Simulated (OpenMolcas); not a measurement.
# Cr3+: moving the ligands

Cr3+ with 6 ligands (fluoride) in octahedral coordination (Oh) at 1.93 Å. A charge of +0.5 e stands 3.2 Å behind each ligand. Ligand basis ANO-RCC-VDZP.
```
Cr    0.0000    0.0000    0.0000
F     1.9300    0.0000    0.0000
F     0.0000    1.9300    0.0000
F    -1.9300    0.0000    0.0000
F     0.0000   -1.9300    0.0000
F     0.0000    0.0000    1.9300
F     0.0000    0.0000   -1.9300
```

| Property | Result |
| --- | --- |
| Program | OpenMolcas |
| Method | CASSCF |
| Basis | ANO-RCC-VDZP [5s4p2d1f] |
| Scalar Hamiltonian | DKH2, point nucleus |
| Active space | 3 electrons in 5 orbitals (3d) |
| State averaging | 2S+1 = 4 even, 10 roots; 2S+1 = 2 even, 40 roots |
| Spin-orbit coupling | state interaction with AMFI integrals over the reference wave functions |

Runs around this geometry, states (labels of O, the rotations of Oh). Energies in cm-1 above the lowest state or level, χT in cm3 K/mol; 10Dq and B are least-squares fits to the states below 45000 cm-1, weighted by degeneracy, with a free offset, and given where the rms deviation is under 5 % of |10Dq| (or 100 cm-1) and under 700 cm-1.

| R (Å) | Ground state | First state of that spin | 10Dq | B (rms of fit) | First gap with spin-orbit (degeneracies) | χT at 300 K | First state of another spin |
| --- | --- | --- | --- | --- | --- | --- | --- |
| 1.84 | 4A2 | 4T2 17466 | 17350 | 1062 (65) | 17357 (4, 2) | 1.839 | 2E 19446 |
| 1.93 | 4A2 | 4T2 13650 | 13521 | 1074 (64) | 13543 (4, 2) | 1.827 | 2E 19438 |
| 2.05 | 4A2 | 4T2 9989 | 9858 | 1085 (63) | 9884 (4, 2) | 1.805 | 2E 19397 |

Taking |10Dq| as R^-n, n = -ln(9858 / 17350) / ln(2.05 / 1.84) = 5.2 between the shortest and longest distance. The point-charge formula for a cubic d site gives n = 5.

Without dynamic correlation the repulsion within the d shell is too large (B by tens of per cent), so at a given field states of lower spin stand too high. Ligand-to-metal charge-transfer states are missing. With no ligand orbital active B as a rule stays too high, so bands that hang on it stand too high and its fall with covalency is understated. With metal d orbitals alone and no dynamic correlation the field as a rule comes out too small, by tens of per cent, by up to half for chloride and softer ligands. No measured value stands beside these numbers; the geometry is a model, was not optimised and need not be the one that this ion takes.
